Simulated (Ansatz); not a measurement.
`C[SiH]1OB1O`. The species carries charge 0 and has multiplicity 1. Geometry: relaxed with PBE0-D4/def2-TZVP. It is one conformer, not always the lowest.

```xyz
10

C     1.056   -0.690   -1.265
Si    0.047    0.600   -0.388
O    -1.419    0.001    0.332
B    -0.662    0.486    1.358
O    -0.880    0.538    2.681
H     1.210   -1.567   -0.635
H     2.035   -0.281   -1.532
H     0.562   -1.000   -2.189
H    -0.215    1.749   -1.293
H    -1.734    0.165    2.929
```

(1) What is the dipole moment at r2SCAN/def2-TZVPP? (An estimate is asked.)

(2) And with PBE, B3LYP, ωB97M-V? (Estimate.)

(3) Give the Mulliken charges with r2SCAN, B3LYP, PBE in def2-TZVPP. (Best estimate.)

## Answers

(1) The calculation gave: 1.03 D, with components (0.29, -0.77, -0.61) D in this frame, pointing from negative to positive charge.

(2) Computed: PBE 1.01 D, B3LYP 1.03 D, ωB97M-V 1.03 D.

(3) Computed: 
```csv
atom,r2SCAN,B3LYP,PBE
C1,-0.28,-0.36,-0.35
Si2,0.39,0.32,0.28
O3,-0.35,-0.35,-0.28
B4,0.21,0.25,0.15
O5,-0.32,-0.29,-0.25
H6,0.08,0.11,0.11
H7,0.08,0.10,0.11
H8,0.08,0.11,0.11
H9,-0.09,-0.08,-0.06
H10,0.20,0.19,0.19
```

B3LYP here is the variant with VWN-RPA as its local correlation; programs differ in this.
